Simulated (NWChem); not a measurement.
Species: CH3BrOZn; SMILES C[O][Zn][Br]

```xyz
7

Zn     0.1250     0.4620     0.0000
Br    -0.0544    -1.7590     0.0000
O      0.4322     2.2038     0.0000
C     -0.5014     3.2334     0.0000
H     -1.1615     3.2339     0.8916
H      0.0282     4.2040     0.0000
H     -1.1615     3.2339    -0.8916
```
Atoms are numbered in this order, from 1.

Computed with NWChem. Pople sets run with spherical d functions. Structure relaxed at the PBE0/def2-SVP level. No frequency run checked for a minimum. Vertical excitations in the gas phase; the lowest state need not have the same character in each row.

```csv
level,"lowest excitation, singlet (eV)",oscillator strength of that lowest state,"lowest state with f > 0.02, singlet (eV)",oscillator strength of that bright state,orbital gap (eV)
"PBE/6-31G*, full TDDFT",3.94,0.003,4.66,0.046,3.81
"B3LYP/6-31G*, full TDDFT",4.43,0.002,5.10,0.049,5.63
"PBE0/6-31G*, full TDDFT",4.66,0.003,5.34,0.052,6.19
```
